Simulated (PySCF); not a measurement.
Related species of one series. Method used: core-valence-separated Tamm–Dancoff BHandHLYP/aug-pcX-1 (pcseg-1 on H, def2-SVPD on Si) in PySCF, non-relativistic, gas phase, PBE0-D3(BJ)/def2-SVP geometry. Absolute energies from this functional tend to lie a few eV below measured edges; no shift was applied. One conformer each. Roots within 0.03 eV on the same or equivalent atoms are summed; «strongest» means within the roots computed.

Question: Order them by the first intense line (a tenth or more of the edge's strongest) of the carbon K edge, lowest first.
A. `[SiH3:1][O:2][CH:3]1[CH2:4][SiH2:5][CH2:6]1`
B. `[CH:1]#[C:2][CH:3]1[CH2:4][SiH2:5][CH2:6]1`
C. `[CH3:1]/[N:2]=[CH:3]/[CH:4]1[CH2:5][SiH2:6][CH2:7]1`
D. `[CH3:1][C:2]#[C:3][CH:4]1[CH2:5][SiH2:6][CH2:7]1`

Answer: C (283.06 eV), B (283.57 eV), D (283.80 eV), A (284.98 eV).

| SMILES | E (eV) | f | core hole on | site | polarised | strongest line (eV) | its f |
| --- | --- | --- | --- | --- | --- | --- | --- |
| C/N=C/C1C[SiH2]C1 | 283.06 | 0.068 | C3 | imine carbon | normal to the local trigonal plane (1s→π*) | 283.06 | 0.068 |
| C#CC1C[SiH2]C1 | 283.57 | 0.070 | C1 | terminal alkyne carbon | across the triple bond (1s→π*) | 283.68 | 0.105 |
| CC#CC1C[SiH2]C1 | 283.80 | 0.113, sum of 2 | C2 + C3 | alkyne carbon | – | 283.80 | 0.113, sum of 2 |
| [SiH3]OC1C[SiH2]C1 | 284.98 | 0.032, sum of 2 | C4/C6 | sp3 carbon bound to silicon | – | 285.52 | 0.044, sum of 2 |

The range is 1.92 eV. The lines marked π* (up to 283.57 eV) lie below the first intense lines of the neutral species whose SMILES has no multiple bond at carbon (from 284.98 eV).
